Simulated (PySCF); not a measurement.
Structure with atom numbers: `[N:1]#[C:2][C:3]1=[CH:4][C@@H:5]2[CH2:6][C@@H:7]2[CH2:8]1` (H(Xn): hydrogen on atom n). Ha(C6) is cis to C4 on the ring; Ha(C8) is cis to C6 on the ring; Hb(C6) is trans to C4 on the ring; Hb(C8) is trans to C6 on the ring.

Non-relativistic, gas phase, a single conformation. σ from GIAO-PBE0/pcSseg-1; GFN2-xTB structure; PySCF.

Shifts are taken against calculated references (same method and geometry level): 13C and 1H against TMS; 15N against NH3.

```csv
atoms,nucleus,count,Hirshfeld charge,δ (ppm)
C4,13C,1,-0.01,163.1
N1,15N,1,-0.23,?
Hb(C6),1H,1,0.05,1.11
C5,13C,1,-0.04,29.8
Ha(C6),1H,1,0.05,-0.10
Ha(C8),1H,1,0.05,2.61
C3,13C,1,0.01,118.2
C2,13C,1,0.07,?
C8,13C,1,-0.06,43.2
Hb(C8),1H,1,0.05,?
C7,13C,1,-0.03,20.7
H(C4),1H,1,0.07,7.03
H(C7),1H,1,0.05,?
C6,13C,1,-0.08,?
H(C5),1H,1,0.06,1.98
```

Problem. Estimate the values marked ?.

Solution. 
- C2: 121.2 ppm, nitrile carbon; C≡N carbons fall here, among the sp2 signals but without a proton
- C6: 20.5 ppm, three-membered-ring carbon; carbons of three-membered rings are unusually shielded
- Hb(C8): 2.93 ppm, hydrogen on an allylic sp3 CH2; allylic position
- H(C7): 1.81 ppm, hydrogen on a three-membered-ring carbon
- N1: 319.8 ppm, nitrile nitrogen

Shifts are as computed. Against solution values, carbons near 30 ppm lie about +3 ppm off and those near 130 ppm about +5 ppm. Of 1211 compounds with measured shifts, 218 miss one by over three times the rms of a fit or turn the order of signals round; such compounds aren't used in these exercises. Experimental scales use liquid or dissolved standards, which lie at an offset from isolated NH3 (liquid NH3: subtract about 20 ppm). Unscaled 15N shifts of sp2 nitrogen come out 20 to 40 ppm too high even then.
